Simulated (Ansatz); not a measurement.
CH5NSn (`C=[N][SnH3]`). Charge 0, multiplicity 1. Sn: def2 effective core potential. The structure was optimised at the PBE0-D4/def2-TZVP level.

```xyz
8

C     0.538   -0.137   -1.527
N    -0.111    0.669   -0.811
Sn   -0.459    0.199    1.160
H     0.728    0.108   -2.582
H     0.954   -1.104   -1.196
H     0.244    1.433    2.100
H     0.256   -1.326    1.484
H    -2.149    0.157    1.372
```

(1) What is the dipole moment at PBE/def2-TZVPP? (An estimate is asked.)

(2) And with r2SCAN, B3LYP, ωB97M-V? (Best estimate.)

(3) Give the Mulliken charges with PBE, r2SCAN, ωB97M-V in def2-TZVPP. (An estimate is asked.)

Results:

(1) Ansatz gave: 1.26 D, with components (0.50, -1.12, 0.32) D in this frame, pointing from negative to positive charge.

(2) Ansatz gave: r2SCAN 1.33 D, B3LYP 1.38 D, ωB97M-V 1.44 D.

(3) Ansatz gave: 
```csv
atom,PBE,r2SCAN,ωB97M-V
C1,-0.09,0.02,-0.08
N2,-0.34,-0.44,-0.42
Sn3,0.64,0.70,0.60
H4,0.09,0.06,0.10
H5,0.07,0.05,0.08
H6,-0.11,-0.12,-0.09
H7,-0.14,-0.14,-0.10
H8,-0.11,-0.12,-0.09
```

B3LYP here is the variant with VWN-RPA as its local correlation; programs differ in this.
